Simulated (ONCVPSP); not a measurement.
**Ni (Z = 28): one change to an ONCV potential, before and after**

Ni (Z = 28), optimised norm-conserving Vanderbilt (ONCV), made with ONCVPSP 4.0.1 (PBE, scalar-relativistic). Core [Ne], reference 3s2 3p6 3d8 4s1.5 4p0.5. Waves: 3s+4s: rc 1.45 bohr, ncon 4, nbas 7, qcut 9.8 1/bohr, 2 projectors; 3p+4p: rc 1.25 bohr, ncon 5, nbas 8, qcut 11.4 1/bohr, 2 projectors; 3d: rc 1.05 bohr, ncon 4, nbas 9, qcut 12 1/bohr, local. Local part: the d channel. Core correction: Teter function, parameters optimised by the program.

Change: d: rc 0.98.

Cutoffs: the cutoffs (Ha) at which the residual kinetic energy of the hardest occupied pseudo-wave falls to 1 and 0.1 mHa per electron; they do not see the model core or the augmentation charge, which bear on the density cutoff. Errors are all-electron minus pseudo energies relative to the spin-unpolarised reference configuration.

Problem. How do hardness, ghosts and transferability respond?

Solution. The potential gets harder (69 Ha and 225 Ha → 94 Ha and 304 Ha); the errors of the 4 common tests hardly move; neither file shows a bound ghost. A smaller radius makes the pseudo-wave follow the all-electron one further in, where it bends more sharply, so more plane waves are needed.

```csv
quantity,base,changed
"cutoff, loose",69 Ha,94 Ha
"cutoff, tight",225 Ha,304 Ha
loose cutoff by channel,"s 18 Ha, p 42 Ha, d 69 Ha","s 18 Ha, p 42 Ha, d 94 Ha"
bound ghosts,none,none
GHOST(+) flags under 300 eV,none,none
"error for 3s2 3p6 3d8 4s2 4p0, meV [ΔE -2.25 eV]",+0.3,+0.3
"error for 3s2 3p6 3d8 4s1 4p0, meV [ΔE 7.07 eV]",-0.7,-0.4
"error for 3s2 3p6 3d8 4s0 4p0, meV [ΔE 24.42 eV]",-0.6,-0.6
"error for 3s2 3p6 3d8 4s1 4p1, meV [ΔE 2.34 eV]",-0.5,-0.2
s: phases at 1.47 bohr within 0.05 rad from the reference energy up to (Ha; the scan ends near 5),to the end of the scan,to the end of the scan
p: phases at 1.27 bohr within 0.05 rad from the reference energy up to (Ha; the scan ends near 5),to the end of the scan,to the end of the scan
"rms error of d²Exc/dni dnj with the model core, mHa",0.79,0.81
```
